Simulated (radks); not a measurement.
Results of a calculation; reference values are marked as such.
The gallium ion Ga8+ is in [Ar] 3d5. Level of theory: scalar-relativistic Kohn-Sham, LDA (Slater exchange, Perdew-Wang correlation), spin-polarised, spherical densities, finite nucleus; Fermi nuclear charge, rms radius of each element as measured or else 0.836 A^(1/3) + 0.57 fm (a radial shooting solver on a logarithmic mesh with Libxc functionals). Open shells are filled with parallel spins first. One electron is removed from 3p, 3s, 2p, 3d in turn, with full relaxation. Which removal costs least, and what does each cost?

Answer. 3d 211.40 eV; 3p 283.64 eV; 3s 333.81 eV; 2p 1332.6 eV. The 3d electron leaves first.
